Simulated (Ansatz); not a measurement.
Relaxation of BH7NOP (11 atoms, charge 0, multiplicity 1), to a largest force component of 0.03 eV/Å in at most 50 steps.

Computed with Ansatz 0.2.0, RKS PBE-D4/6-31G*.

```xyz
11
Properties=species:S:1:pos:R:3:forces:R:3
B 0.179 -0.315 -0.234 0.02 -0.19 -0.39
H 0.195 -0.632 0.923 0.02 -0.40 0.07
N 1.368 -0.371 -0.988 0.00 -0.01 -0.07
H 2.247 -0.700 -0.601 -0.01 0.00 -0.03
H 1.404 -0.127 -1.977 0.01 -0.01 0.11
O -0.978 0.132 -0.855 -0.05 0.00 0.09
H -1.723 0.144 -0.224 0.06 0.00 -0.07
P -0.319 2.345 1.320 0.00 0.42 0.14
H 0.462 3.049 2.306 -0.06 0.02 -0.06
H 0.669 2.513 0.292 -0.04 -0.01 0.07
H 0.200 1.070 1.701 0.05 0.18 0.16
```

Question: Where does it end, and by what steps?

Answer: The forces met the threshold. The force dipped under the threshold on the way, but the program's further checks kept it going. After 28 steps the energy has fallen by 0.237 eV; H4 moved furthest, 1.52 Å.

| step | energy less start (eV) | largest force component (eV/Å) | accepted |
| --- | --- | --- | --- |
| 0 | 0.0000 | 0.422 | yes |
| 1 | -0.1114 | 0.361 | yes |
| 2 | -0.1356 | 0.519 | yes |
| 3 | -0.1630 | 0.239 | yes |
| 4 | -0.1743 | 0.073 | yes |
| 5 | -0.1764 | 0.149 | yes |
| 6 | -0.1836 | 0.040 | yes |
| 7 | -0.1837 | 0.402 | yes |
| 8 | -0.1936 | 0.183 | yes |
| 9 | -0.1999 | 0.073 | yes |
| 10 | -0.2091 | 0.045 | yes |
| 11 | -0.2050 | 0.501 | no |
| 12 | -0.2105 | 0.155 | yes |
| 13 | -0.2158 | 0.158 | yes |
| 14 | -0.2182 | 0.244 | yes |
| 15 | -0.2213 | 0.208 | yes |
| 16 | -0.2260 | 0.087 | yes |
| 17 | -0.2287 | 0.158 | yes |
| 18 | -0.2308 | 0.106 | yes |
| 19 | -0.2331 | 0.059 | yes |
| 20 | -0.2338 | 0.107 | yes |
| 21 | -0.2352 | 0.075 | yes |
| 22 | -0.2357 | 0.034 | yes |
| 23 | -0.2363 | 0.019 | yes |
| 24 | -0.2366 | 0.032 | yes |
| 25 | -0.2367 | 0.043 | yes |
| 26 | -0.2369 | 0.041 | yes |
| 27 | -0.2370 | 0.026 | yes |
| 28 | -0.2369 | 0.028 | yes |

```xyz
11
Properties=species:S:1:pos:R:3
B 0.498 -0.577 -0.496
H 0.571 -0.909 0.670
N 1.268 -1.267 -1.457
H 1.879 -2.042 -1.220
H 1.240 -1.042 -2.450
O -0.318 0.458 -0.915
H -0.796 0.842 -0.150
P -0.496 2.528 1.649
H -0.936 3.254 2.804
H 0.030 3.691 0.998
H 0.763 2.171 2.231
```

Whether the end is a true minimum wasn't checked by a vibrational analysis.

Run time: 68 s on 1 thread of Arm Neoverse V2, on a shared host, peak memory 0.14 GiB.
